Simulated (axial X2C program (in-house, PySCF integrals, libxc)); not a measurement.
**Potential curves of VSe⁺, without spin–orbit coupling**

Calculated with an axial X2C code built on PySCF integrals. Spin-free means the one-electron spin-free X2C Hamiltonian. Basis: Se dyall-cv3z [8s9p6d4f1g], V dyall-cv3z [10s10p6d4f2g] (cores contracted in-house); Gaussian nuclei, density fitting, unrestricted open shells. Masses: Se 79.917 u, V 50.944 u.

State: M_S = 1, Λ = 0 (beyond evenly filled blocks: δ+α, δ-α). Energies in kJ/mol from the fragments at the same level (Se + V+). Fits are polynomials in 1 − R0/R over 0.85 to 1.23 times the lowest point R0.

```csv
R (Å),PBE0,BP86
1.9157,-194.64,-306.86
2.0038,-245.65,-358.31
2.0699,-265.71,-377.63
2.1359,-275.02,-385.01
2.2020,-276.83,-383.76
2.2791,-272.39,-374.79
2.3561,-263.23,-360.61
2.4552,-247.13,-338.00
2.5763,-224.01,-307.39
2.7525,-188.80,-262.30
```

Occupations by symmetry block were frozen at the best pattern of an incomplete PBE0 search. Dissociation energies refer to the lowest single-determinant-based atoms at the same level and basis. PBE0 can misorder states that lie within some tenths of an eV, so this need not be the ground state of the molecule. The nearest other spin-free determinant of the search, M_S = 1, Λ = 2, lies 0.25 eV up at the distance of the search. The determinant is spin-polarised beyond a pure state at some levels (its spin-free form has ⟨S²⟩ too high), which makes Re and μ there less reliable. Spin-free De lacks the spin–orbit lowering of the heavy p-block atom, a tenth of an eV or more for 4p and 5p, up to an eV for 6p and one to two eV for 7p atoms, less what an open-shell molecule gains itself.

Task: What are Re, ωe and De at the PBE0 level?

Result: At PBE0, spin-free: Re = 2.188 Å, ωe ≈ 342 cm⁻¹, De = 2.87 eV to Se + V+; Be follows as 0.113 cm⁻¹.

Task: Fit the BP86 curve near its minimum: give the equilibrium distance, the harmonic wavenumber and the well depth.

Result: At BP86, spin-free: Re = 2.157 Å, ωe ≈ 399 cm⁻¹, De = 3.99 eV to Se + V+; Be follows as 0.116 cm⁻¹.
